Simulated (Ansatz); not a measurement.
Ansatz (a program for electronic structure) input (HF/3-21G): The .json file is the Basis Set Exchange's 3-21G.

Ansatz 0.2 input:
```yaml
crystal:
  periodic: [false, false, false]
  atoms:
    - {symbol: Sr, position_ang: [0.00000000, 0.00000000, 0.00000000]}
    - {symbol: Cl, position_ang: [-0.00000000, -0.00000000, -2.80850943]}
    - {symbol: Cl, position_ang: [0.00000000, 0.00000000, 2.80850943]}
basis:
  gaussian:
    orbitals: 3-21G.json
hamiltonian:
  xc: {name: HF}
phonons: {temperatures: {t_min: 298.15, t_max: 298.15, t_step: 100}}
```

Output:

```
Functional definition: HF
integrals: 0.01 GiB planned
563 factors; integrals over basis functions are off by at most 1.6e-4 eV
mean field: 0.13 GiB planned
mean field evaluation 1: about -109711.9745 eV, gradient 2.0e1 eV
mean field evaluation 2: about -109711.9815 eV, gradient 2.0e1 eV
mean field evaluation 4: about -109713.2575 eV, gradient 4.5e-1 eV
mean field evaluation 8: about -109713.2622 eV, gradient 5.1e-6 eV
mean field -109713.26216067 eV, -4031.8880180845 hartree, gradient 5.3e-6 eV, S^2 0.000000; 0 other end points of the search recorded, 0 dependent functions left out
the calculation of the forces begins
reference -109713.26216067 eV, -4031.8880180845 hartree; 36, 36 occupied and 17, 17 virtual orbitals, 563 factors
these checks for a lower state are left out or cut short: stability, starts, cluster_reference, orbital_swaps, neighbouring_geometries, increment
integrals: 0.01 GiB planned
563 factors; integrals over basis functions are off by at most 1.6e-4 eV
mean field: 0.13 GiB planned
mean field evaluation 16: about -109713.2622 eV, gradient 1.9e-5 eV
mean field -109713.26215983 eV, -4031.8880180536 hartree, gradient 1.8e-6 eV, S^2 0.000000; 0 other end points of the search recorded, 0 dependent functions left out
the calculation of the forces begins
reference -109713.26215983 eV, -4031.8880180536 hartree; 36, 36 occupied and 17, 17 virtual orbitals, 563 factors
these checks for a lower state are left out or cut short: stability, starts, cluster_reference, orbital_swaps, neighbouring_geometries, increment
integrals: 0.01 GiB planned
563 factors; integrals over basis functions are off by at most 1.6e-4 eV
mean field: 0.13 GiB planned
mean field -109713.26215983 eV, -4031.8880180536 hartree, gradient 1.8e-6 eV, S^2 0.000000; 0 other end points of the search recorded, 0 dependent functions left out
the calculation of the forces begins
reference -109713.26215983 eV, -4031.8880180536 hartree; 36, 36 occupied and 17, 17 virtual orbitals, 563 factors
these checks for a lower state are left out or cut short: stability, starts, cluster_reference, orbital_swaps, neighbouring_geometries, increment
integrals: 0.01 GiB planned
563 factors; integrals over basis functions are off by at most 1.6e-4 eV
mean field: 0.13 GiB planned
mean field evaluation 32: about -109713.2622 eV, gradient 1.8e-6 eV
mean field -109713.26215983 eV, -4031.8880180536 hartree, gradient 1.8e-6 eV, S^2 0.000000; 0 other end points of the search recorded, 0 dependent functions left out
the calculation of the forces begins
reference -109713.26215983 eV, -4031.8880180536 hartree; 36, 36 occupied and 17, 17 virtual orbitals, 563 factors
these checks for a lower state are left out or cut short: stability, starts, cluster_reference, orbital_swaps, neighbouring_geometries, increment
integrals: 0.01 GiB planned
563 factors; integrals over basis functions are off by at most 1.6e-4 eV
mean field: 0.13 GiB planned
mean field -109713.26215983 eV, -4031.8880180536 hartree, gradient 1.8e-6 eV, S^2 0.000000; 0 other end points of the search recorded, 0 dependent functions left out
the calculation of the forces begins
reference -109713.26215983 eV, -4031.8880180536 hartree; 36, 36 occupied and 17, 17 virtual orbitals, 563 factors
these checks for a lower state are left out or cut short: stability, starts, cluster_reference, orbital_swaps, neighbouring_geometries, increment
integrals: 0.01 GiB planned
563 factors; integrals over basis functions are off by at most 1.6e-4 eV
mean field: 0.13 GiB planned
mean field -109713.26211924 eV, -4031.8880165619 hartree, gradient 1.2e-6 eV, S^2 0.000000; 0 other end points of the search recorded, 0 dependent functions left out
the calculation of the forces begins
reference -109713.26211924 eV, -4031.8880165619 hartree; 36, 36 occupied and 17, 17 virtual orbitals, 563 factors
these checks for a lower state are left out or cut short: stability, starts, cluster_reference, orbital_swaps, neighbouring_geometries, increment
integrals: 0.01 GiB planned
563 factors; integrals over basis functions are off by at most 1.6e-4 eV
mean field: 0.13 GiB planned
mean field -109713.26211924 eV, -4031.8880165619 hartree, gradient 1.2e-6 eV, S^2 0.000000; 0 other end points of the search recorded, 0 dependent functions left out
the calculation of the forces begins
reference -109713.26211924 eV, -4031.8880165619 hartree; 36, 36 occupied and 17, 17 virtual orbitals, 563 factors
these checks for a lower state are left out or cut short: stability, starts, cluster_reference, orbital_swaps, neighbouring_geometries, increment
integrals: 0.01 GiB planned
563 factors; integrals over basis functions are off by at most 1.6e-4 eV
mean field: 0.13 GiB planned
mean field -109713.26216046 eV, -4031.8880180767 hartree, gradient 7.6e-7 eV, S^2 0.000000; 0 other end points of the search recorded, 0 dependent functions left out
the calculation of the forces begins
reference -109713.26216046 eV, -4031.8880180767 hartree; 36, 36 occupied and 17, 17 virtual orbitals, 563 factors
these checks for a lower state are left out or cut short: stability, starts, cluster_reference, orbital_swaps, neighbouring_geometries, increment
integrals: 0.01 GiB planned
563 factors; integrals over basis functions are off by at most 1.6e-4 eV
mean field: 0.13 GiB planned
mean field evaluation 64: about -109713.2495 eV, gradient 1.0e-1 eV
mean field -109713.26216046 eV, -4031.8880180767 hartree, gradient 7.6e-7 eV, S^2 0.000000; 0 other end points of the search recorded, 0 dependent functions left out
the calculation of the forces begins
reference -109713.26216046 eV, -4031.8880180767 hartree; 36, 36 occupied and 17, 17 virtual orbitals, 563 factors
these checks for a lower state are left out or cut short: stability, starts, cluster_reference, orbital_swaps, neighbouring_geometries, increment
integrals: 0.01 GiB planned
563 factors; integrals over basis functions are off by at most 1.6e-4 eV
mean field: 0.13 GiB planned
mean field -109713.26216046 eV, -4031.8880180767 hartree, gradient 7.6e-7 eV, S^2 0.000000; 0 other end points of the search recorded, 0 dependent functions left out
the calculation of the forces begins
reference -109713.26216046 eV, -4031.8880180767 hartree; 36, 36 occupied and 17, 17 virtual orbitals, 563 factors
these checks for a lower state are left out or cut short: stability, starts, cluster_reference, orbital_swaps, neighbouring_geometries, increment
integrals: 0.01 GiB planned
563 factors; integrals over basis functions are off by at most 1.6e-4 eV
mean field: 0.13 GiB planned
mean field -109713.26216046 eV, -4031.8880180767 hartree, gradient 7.6e-7 eV, S^2 0.000000; 0 other end points of the search recorded, 0 dependent functions left out
the calculation of the forces begins
reference -109713.26216046 eV, -4031.8880180767 hartree; 36, 36 occupied and 17, 17 virtual orbitals, 563 factors
these checks for a lower state are left out or cut short: stability, starts, cluster_reference, orbital_swaps, neighbouring_geometries, increment
integrals: 0.01 GiB planned
563 factors; integrals over basis functions are off by at most 1.6e-4 eV
mean field: 0.13 GiB planned
mean field -109713.26214018 eV, -4031.8880173314 hartree, gradient 1.2e-6 eV, S^2 0.000000; 0 other end points of the search recorded, 0 dependent functions left out
the calculation of the forces begins
reference -109713.26214018 eV, -4031.8880173314 hartree; 36, 36 occupied and 17, 17 virtual orbitals, 563 factors
these checks for a lower state are left out or cut short: stability, starts, cluster_reference, orbital_swaps, neighbouring_geometries, increment
integrals: 0.01 GiB planned
563 factors; integrals over basis functions are off by at most 1.6e-4 eV
mean field: 0.13 GiB planned
mean field evaluation 96: about -109713.2621 eV, gradient 1.1e-5 eV
mean field -109713.26213857 eV, -4031.8880172725 hartree, gradient 1.2e-6 eV, S^2 0.000000; 0 other end points of the search recorded, 0 dependent functions left out
the calculation of the forces begins
reference -109713.26213857 eV, -4031.8880172725 hartree; 36, 36 occupied and 17, 17 virtual orbitals, 563 factors
Total energy: -109713.26216067 eV, -4031.8880180845 hartree
Atom 0 at     0.000000     0.000000     0.000000 Å, force     0.000000     0.000000    -0.000000 eV/Å
Atom 1 at    -0.000000    -0.000000    -2.808509 Å, force    -0.000000    -0.000000     0.000345 eV/Å
Atom 2 at     0.000000     0.000000     2.808509 Å, force    -0.000000    -0.000000    -0.000345 eV/Å
Dipole moment:    -0.000000    -0.000000     0.000000 e Å
Vibrations: 43.23 43.23 231.70 303.32 cm⁻¹, zero-point energy 0.038526 eV
```

The blocks after the first are displaced geometries, from whose forces the wavenumbers follow.
